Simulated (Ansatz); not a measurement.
Geometry optimisation of Cs₄H₃.

```yaml
crystal:
  periodic: [false, false, false]
  atoms:
    - {symbol: Cs, position_ang: [0.254390, 0.442560, 0.023580]}
    - {symbol: Cs, position_ang: [2.479710, 4.312930, 0.229700]}
    - {symbol: Cs, position_ang: [-3.339930, 0.261090, -2.215260]}
    - {symbol: Cs, position_ang: [1.807280, -2.926650, 2.073300]}
    - {symbol: H, position_ang: [1.460690, -1.963660, 1.549500]}
    - {symbol: H, position_ang: [-2.358740, 0.401700, -1.632710]}
    - {symbol: H, position_ang: [-0.303400, -0.527970, -0.028110]}
basis:
  gaussian: {orbitals: def2-TZVP}
magnetization: {spin_polarized: true, initial_magnetization: 1}
hamiltonian: {xc: pbe0, dispersion: d4}
scf: {lower_state_search: "off"}
output: {orbitals: {seedname: orbitals}}
relax: {f_tol: 0.02, max_steps: 100}
```

```sh
$ ansatz run in.yaml --threads 4 --pin off --events-out ev --progress --plain --max-ram 3916MiB
```

Output, abridged:

```
Functional definition: PBE0
mean field -2201.21480112 eV, -80.8931519042 hartree, gradient 7.9e-6 eV, S^2 1.701768; 0 other end points of the search recorded, 0 dependent functions left out
relax step   1: F+E_penalty+E_count = -2201.94401068 eV  Δ(F+E_penalty+E_count) = +0.000e0 eV  max|allowed force component| = 3.397e1 eV/Å  Δτ_max = 0.0000 Å  (34 SCF iters, accepted)
mean field -2227.00726997 eV, -81.8410076516 hartree, gradient 3.2e-6 eV, S^2 0.758480; 0 other end points of the search recorded, 0 dependent functions left out
relax step   2: F+E_penalty+E_count = -2227.52390055 eV  Δ(F+E_penalty+E_count) = -2.558e1 eV  max|allowed force component| = 1.095e1 eV/Å  Δτ_max = 0.1949 Å  (47 SCF iters, accepted)
mean field -2234.95632129 eV, -82.1331298998 hartree, gradient 3.6e-6 eV, S^2 0.753480; 0 other end points of the search recorded, 0 dependent functions left out
relax step   3: F+E_penalty+E_count = -2235.37944533 eV  Δ(F+E_penalty+E_count) = -7.856e0 eV  max|allowed force component| = 4.371e0 eV/Å  Δτ_max = 0.1913 Å  (29 SCF iters, accepted)
mean field -2237.54883125 eV, -82.2284028833 hartree, gradient 1.6e-6 eV, S^2 0.751472; 0 other end points of the search recorded, 0 dependent functions left out
relax step   4: F+E_penalty+E_count = -2237.92994602 eV  Δ(F+E_penalty+E_count) = -2.551e0 eV  max|allowed force component| = 1.849e0 eV/Å  Δτ_max = 0.1979 Å  (30 SCF iters, accepted)
mean field -2238.43197527 eV, -82.2608578277 hartree, gradient 2.3e-6 eV, S^2 0.750428; 0 other end points of the search recorded, 0 dependent functions left out
relax step   5: F+E_penalty+E_count = -2238.80418331 eV  Δ(F+E_penalty+E_count) = -8.742e-1 eV  max|allowed force component| = 1.141e0 eV/Å  Δτ_max = 0.1947 Å  (26 SCF iters, accepted)
mean field -2238.96981319 eV, -82.2806230065 hartree, gradient 1.4e-6 eV, S^2 0.750226; 0 other end points of the search recorded, 0 dependent functions left out
relax step   6: F+E_penalty+E_count = -2239.33701141 eV  Δ(F+E_penalty+E_count) = -5.328e-1 eV  max|allowed force component| = 7.801e-1 eV/Å  Δτ_max = 0.1956 Å  (24 SCF iters, accepted)
mean field -2239.38637928 eV, -82.2959315281 hartree, gradient 2.9e-6 eV, S^2 0.750192; 0 other end points of the search recorded, 0 dependent functions left out
relax step   7: F+E_penalty+E_count = -2239.74734959 eV  Δ(F+E_penalty+E_count) = -4.103e-1 eV  max|allowed force component| = 5.367e-1 eV/Å  Δτ_max = 0.1950 Å  (23 SCF iters, accepted)
mean field -2239.78262371 eV, -82.3104932422 hartree, gradient 1.8e-6 eV, S^2 0.750188; 0 other end points of the search recorded, 0 dependent functions left out
relax step   8: F+E_penalty+E_count = -2240.13637990 eV  Δ(F+E_penalty+E_count) = -3.890e-1 eV  max|allowed force component| = 3.914e-1 eV/Å  Δτ_max = 0.1938 Å  (24 SCF iters, accepted)
mean field -2240.05978317 eV, -82.3206786646 hartree, gradient 1.7e-6 eV, S^2 0.750191; 0 other end points of the search recorded, 0 dependent functions left out
relax step   9: F+E_penalty+E_count = -2240.40808901 eV  Δ(F+E_penalty+E_count) = -2.717e-1 eV  max|allowed force component| = 3.377e-1 eV/Å  Δτ_max = 0.1950 Å  (24 SCF iters, accepted)
mean field -2240.27212366 eV, -82.3284820335 hartree, gradient 2.0e-6 eV, S^2 0.750195; 0 other end points of the search recorded, 0 dependent functions left out
relax step  10: F+E_penalty+E_count = -2240.61542706 eV  Δ(F+E_penalty+E_count) = -2.073e-1 eV  max|allowed force component| = 2.471e-1 eV/Å  Δτ_max = 0.1982 Å  (24 SCF iters, accepted)
mean field -2240.42017754 eV, -82.3339229134 hartree, gradient 2.5e-6 eV, S^2 0.750201; 0 other end points of the search recorded, 0 dependent functions left out
relax step  11: F+E_penalty+E_count = -2240.75958512 eV  Δ(F+E_penalty+E_count) = -1.442e-1 eV  max|allowed force component| = 1.817e-1 eV/Å  Δτ_max = 0.1996 Å  (24 SCF iters, accepted)
mean field -2240.51080618 eV, -82.3372534542 hartree, gradient 2.7e-6 eV, S^2 0.750206; 0 other end points of the search recorded, 0 dependent functions left out
relax step  12: F+E_penalty+E_count = -2240.84999273 eV  Δ(F+E_penalty+E_count) = -9.041e-2 eV  max|allowed force component| = 1.047e-1 eV/Å  Δτ_max = 0.1956 Å  (24 SCF iters, accepted)
mean field -2240.55771998 eV, -82.3389775047 hartree, gradient 1.0e-6 eV, S^2 0.750205; 0 other end points of the search recorded, 0 dependent functions left out
relax step  13: F+E_penalty+E_count = -2240.90036354 eV  Δ(F+E_penalty+E_count) = -5.037e-2 eV  max|allowed force component| = 8.565e-2 eV/Å  Δτ_max = 0.2000 Å  (26 SCF iters, accepted)
mean field -2240.58807164 eV, -82.3400929075 hartree, gradient 2.7e-6 eV, S^2 0.750205; 0 other end points of the search recorded, 0 dependent functions left out
relax step  14: F+E_penalty+E_count = -2240.92672044 eV  Δ(F+E_penalty+E_count) = -2.636e-2 eV  max|allowed force component| = 8.764e-2 eV/Å  Δτ_max = 0.1957 Å  (24 SCF iters, accepted)
mean field -2240.60164697 eV, -82.3405917919 hartree, gradient 2.9e-6 eV, S^2 0.750202; 0 other end points of the search recorded, 0 dependent functions left out
relax step  15: F+E_penalty+E_count = -2240.94629566 eV  Δ(F+E_penalty+E_count) = -1.958e-2 eV  max|allowed force component| = 7.543e-2 eV/Å  Δτ_max = 0.1963 Å  (25 SCF iters, accepted)
mean field -2240.61455611 eV, -82.3410661939 hartree, gradient 2.2e-6 eV, S^2 0.750196; 0 other end points of the search recorded, 0 dependent functions left out
relax step  16: F+E_penalty+E_count = -2240.96087238 eV  Δ(F+E_penalty+E_count) = -1.458e-2 eV  max|allowed force component| = 4.343e-2 eV/Å  Δτ_max = 0.2000 Å  (24 SCF iters, accepted)
mean field -2240.62801725 eV, -82.3415608816 hartree, gradient 2.3e-6 eV, S^2 0.750193; 0 other end points of the search recorded, 0 dependent functions left out
relax step  17: F+E_penalty+E_count = -2240.97280559 eV  Δ(F+E_penalty+E_count) = -1.193e-2 eV  max|allowed force component| = 4.472e-2 eV/Å  Δτ_max = 0.1985 Å  (24 SCF iters, accepted)
mean field -2240.63377624 eV, -82.3417725209 hartree, gradient 1.8e-6 eV, S^2 0.750189; 0 other end points of the search recorded, 0 dependent functions left out
relax step  18: F+E_penalty+E_count = -2240.98826077 eV  Δ(F+E_penalty+E_count) = -1.546e-2 eV  max|allowed force component| = 7.259e-2 eV/Å  Δτ_max = 0.1906 Å  (23 SCF iters, accepted)
mean field -2240.63570934 eV, -82.3418435609 hartree, gradient 2.5e-6 eV, S^2 0.750186; 0 other end points of the search recorded, 0 dependent functions left out
relax step  19: F+E_penalty+E_count = -2241.00347465 eV  Δ(F+E_penalty+E_count) = -1.521e-2 eV  max|allowed force component| = 2.535e-2 eV/Å  Δτ_max = 0.1961 Å  (24 SCF iters, accepted)
mean field -2240.63751947 eV, -82.3419100820 hartree, gradient 2.1e-6 eV, S^2 0.750185; 0 other end points of the search recorded, 0 dependent functions left out
relax step  20: F+E_penalty+E_count = -2241.00580712 eV  Δ(F+E_penalty+E_count) = -2.332e-3 eV  max|allowed force component| = 3.800e-2 eV/Å  Δτ_max = 0.2000 Å  (23 SCF iters, accepted)
mean field -2240.63710843 eV, -82.3418949764 hartree, gradient 2.5e-6 eV, S^2 0.750185; 0 other end points of the search recorded, 0 dependent functions left out
relax step  21: F+E_penalty+E_count = -2241.00667317 eV  Δ(F+E_penalty+E_count) = -8.660e-4 eV  max|allowed force component| = 5.503e-3 eV/Å  Δτ_max = 0.0654 Å  (24 SCF iters, accepted)
mean field -2240.63909407 eV, -82.3419679473 hartree, gradient 2.3e-6 eV, S^2 0.750185; 0 other end points of the search recorded, 0 dependent functions left out
relax step  22: F+E_penalty+E_count = -2241.00632596 eV  Δ(F+E_penalty+E_count) = +3.472e-4 eV  max|allowed force component| = 3.038e-2 eV/Å  Δτ_max = 0.0561 Å  (24 SCF iters, rejected (line search))
mean field -2240.63774962 eV, -82.3419185398 hartree, gradient 4.6e-6 eV, S^2 0.750185; 0 other end points of the search recorded, 0 dependent functions left out
relax step  23: F+E_penalty+E_count = -2241.00681559 eV  Δ(F+E_penalty+E_count) = -1.424e-4 eV  max|allowed force component| = 6.678e-3 eV/Å  Δτ_max = 0.0273 Å  (15 SCF iters, accepted)
Total energy: -2241.00687877 eV, -82.3554837857 hartree
Atom 0 at     0.399777     0.696276     0.036821 Å, force     0.001092     0.002125     0.000031 eV/Å
Atom 1 at     3.386515     5.888056     0.314349 Å, force     0.000265     0.000433     0.000033 eV/Å
Atom 2 at    -3.227426    -1.098639    -1.716549 Å, force    -0.004987    -0.003133    -0.002202 eV/Å
Atom 3 at     0.601561    -3.468548     1.473208 Å, force    -0.000187    -0.006678     0.001976 eV/Å
Atom 4 at     1.921216    -1.166069     1.593276 Å, force     0.001474     0.002841     0.000050 eV/Å
Atom 5 at    -1.902151     1.200518    -1.591851 Å, force     0.001524     0.002464     0.000200 eV/Å
Atom 6 at    -1.179492    -2.051595    -0.109253 Å, force     0.000819     0.001948    -0.000088 eV/Å
Dipole moment:    -0.668094    -1.162532    -0.061769 e Å
Checks for a lower state left out: stability, starts, cluster_reference, orbital_swaps, neighbouring_geometries, increment
```

It took 98 s on 4 threads of Arm Neoverse V2 on a shared host.

In the def2 sets Cs takes a core potential; there is no spin–orbit coupling. The relaxation made no stability test and no search for a lower SCF solution. Another isomer (doublet) lies 0.54 eV lower at PBE0-D4/def2-TZVP; other spin states weren't run for this one.
